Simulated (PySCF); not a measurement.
**Assignment exercise: C₅H₁₃NSi₂**

Atom-mapped SMILES (the numbers label the heavy atoms): `[CH3:1]/[CH:2]=[C:3]1\[CH2:4][C@@H:5]1[N:6]([SiH3:7])[SiH3:8]` (H(Xn): hydrogen on atom n). Ha(C4) is cis to N6 on the ring; Hb(C4) is trans to N6 on the ring.

Theory: shielding tensors at PBE0/pcSseg-1 (GIAO), coordinates at the GFN2-xTB level, in PySCF 2.14 (in vacuum, averaged over atoms made equivalent by symmetry, fast rotation or ring inversion, single conformer, relativity neglected).

Scale: ¹³C (186.93 ppm), ¹H (31.72 ppm) vs TMS (reference shieldings calculated alike).

Question: Assign these signals to the numbered atoms. ¹³C{¹H} NMR (computed): δ 131.8 (C), 131.3 (CH), 36.6 (CH), 21.1 (CH3), 13.4 (CH2).

Answer: 
| δ (ppm) | atoms | environment | reason |
| --- | --- | --- | --- |
| 131.8 | C3 | fully substituted alkene carbon | the olefinic region |
| 131.3 | C2 | alkene CH | as expected for a trigonal carbon in a double bond |
| 36.6 | C5 | three-membered-ring carbon | pulled downfield by the heteroatom |
| 21.1 | C1 | allylic methyl carbon | saturated and bonded to C and H only |
| 13.4 | C4 | three-membered-ring carbon | carbons of three-membered rings are unusually shielded |

C3 and C2 lie closer than the usual error of such a calculation, so a measured spectrum could show them in the other order.

Question: Assign these signals to the numbered atoms. ¹H NMR (500 MHz, computed): δ 6.73 (q, 1H), 4.61 (s, 6H), 2.98 (m, 1H), 2.09 (d, 3H), 1.29 (m, 1H), 0.93 (m, 1H).

Answer: 
| δ (ppm) | atoms | environment | reason |
| --- | --- | --- | --- |
| 6.73 | H(C2) | hydrogen on an alkene CH | olefinic region |
| 4.61 | H(Si7)/H(Si8) | hydrogen on a silicon bonded to N | – |
| 2.98 | H(C5) | hydrogen on a three-membered-ring carbon | its carbon carries N, hence the downfield position |
| 2.09 | H(C1) | hydrogen on an allylic methyl carbon | allylic position |
| 1.29 | Hb(C4) | hydrogen on a three-membered-ring carbon | cyclopropane-type protons are shielded by the ring |
| 0.93 | Ha(C4) | hydrogen on a three-membered-ring carbon | – |

Shifts are as computed. Against solution values, carbons near 30 ppm lie about +3 ppm off and those near 130 ppm about +5 ppm. Of 1211 compounds with measured shifts, 218 miss one by over three times the rms of a fit or turn the order of signals round; such compounds aren't used in these exercises. Multiplicities follow the n + 1 count of equivalent neighbours, as no J values were calculated; m marks all less simple cases, F and P coupling included.
